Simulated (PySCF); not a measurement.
## Excitation energy of C²⁺ by level of theory

C²⁺ [He] 2s2 (1S) → C²⁺ [He] 2s1 2p1, s spin flipped, as a difference of total energies. Calculation: PySCF 2.14, in aug-cc-pVTZ-DK; the spin-free X2C one-electron Hamiltonian (Gaussian nucleus). Correlated levels: valence: 1s2 frozen. The calculations carry no spin-orbit coupling.

```csv
method,excitation energy (eV)
UHF,8.477
LDA,7.873
PBE,7.830
PBE0,8.059
r2SCAN,7.694
LC-wPBE,8.005
MN15,7.918
B97-3,8.161
BLYP,7.620
MP2 (valence),8.675
SCS-MP2 (valence),8.714
```

Task: How much does correlation contribute at MP2 (valence)?

Result: 8.675 − (8.477) = 0.198 eV, measured against UHF.

The upper determinant mixes two multiplicities, so it lies between the two terms.
